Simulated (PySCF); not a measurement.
# Radial density of Mn⁺ (manganese, charge +1)

B3LYP, [Ar] 3d5 4s1, high-spin 7S determinant. Calculation: PySCF 2.14, in cc-pVTZ; the non-relativistic Hamiltonian (point nucleus).

| r (bohr) | 4πr²ρ (e/bohr) | 4πr²(ρα − ρβ) |
| --- | --- | --- |
| 0.00108 | 0.1474 | 0.0001 |
| 0.00182 | 0.4019 | 0.0002 |
| 0.00306 | 1.069 | 0.0005 |
| 0.00515 | 2.724 | 0.0014 |
| 0.00867 | 6.466 | 0.0033 |
| 0.0146 | 13.63 | 0.0068 |
| 0.0245 | 23.60 | 0.0109 |
| 0.0413 | 29.84 | 0.0109 |
| 0.0694 | 25.53 | 0.0073 |
| 0.117 | 24.58 | 0.0534 |
| 0.196 | 33.08 | 0.3229 |
| 0.330 | 18.93 | 1.4020 |
| 0.555 | 12.68 | 3.6970 |
| 0.934 | 12.79 | 3.9123 |
| 1.57 | 3.345 | 1.8750 |
| 2.64 | 0.7442 | 0.7133 |
| 4.45 | 0.09682 | 0.0968 |
| 7.48 | 0.001280 | 0.0013 |
